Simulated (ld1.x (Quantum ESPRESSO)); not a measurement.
# Scattering properties, PAW potential for Zn

ld1.x (Quantum ESPRESSO) 7.5 input, shortened:

```
&input
   title='Zn', zed=30., rel=1, dft='PBE', iswitch=3,
   config='[Ar] 3d10 4s1 4p1'
 /
 &inputp
   pseudotype=3, lpaw=.true., tm=.true., lloc=-2, rcloc=2.40,
   nlcc=.true., new_core_ps=.true., rcore=1.10,
   which_augfun='PSQ', rmatch_augfun_nc=.true.
 /
6
4S  1  0   1.00   0.00  1.90  2.50  0.0
4S  1  0   0.00   3.25  1.90  2.50  0.0
4P  2  1   1.00   0.00  2.05  2.75  0.0
4P  2  1   0.00   3.05  2.05  2.75  0.0
3D  3  2  10.00   0.00  0.95  1.05  0.0
3D  3  2   0.00   1.35  0.95  1.05  0.0
 &test
   configts(1)='3d10 4s1 4p1'
 /
```

The phase is arctan(r·u′/u) with u = r·R(r), unwrapped; energies in Ry, scanned from -3 to 5 Ry. A pole is an energy at which the radial function vanishes at the test radius. The pseudo phase is shifted by a multiple of π to meet the all-electron one at the reference energy, and phase errors are pseudo minus all-electron; the curves can meet again beyond the range given. Levels narrower than the energy grid can be missing from the lists of poles.

```tsv
channel	radius (bohr)	reference energy (Ry)	poles, all-electron	poles, pseudo	unbroken range about the reference energy with phases within 0.05 rad	phase error 1 Ry above the reference energy (rad)
s	2.98	-0.54	0.20	0.20	the whole range	-0.001
p	2.98	-0.15	1.09	1.09	the whole range	-0.001
d	2.98	-0.91	-0.88, 2.74	-0.88, 2.74	below 4.7	+0.000
```

Phases in the p channel:

```tsv
E (Ry)	all-electron	pseudo
-3.00	1.362	1.362
-2.52	1.339	1.339
-2.04	1.307	1.306
-1.56	1.256	1.255
-1.08	1.161	1.160
-0.60	0.914	0.914
-0.12	-0.193	-0.193
0.36	-1.258	-1.259
0.84	-1.505	-1.506
1.32	-1.617	-1.618
1.80	-1.701	-1.702
2.28	-1.797	-1.798
2.76	-1.962	-1.962
3.24	-2.440	-2.441
3.72	-3.779	-3.794
4.20	-4.339	-4.352
4.68	-4.510	-4.523
```
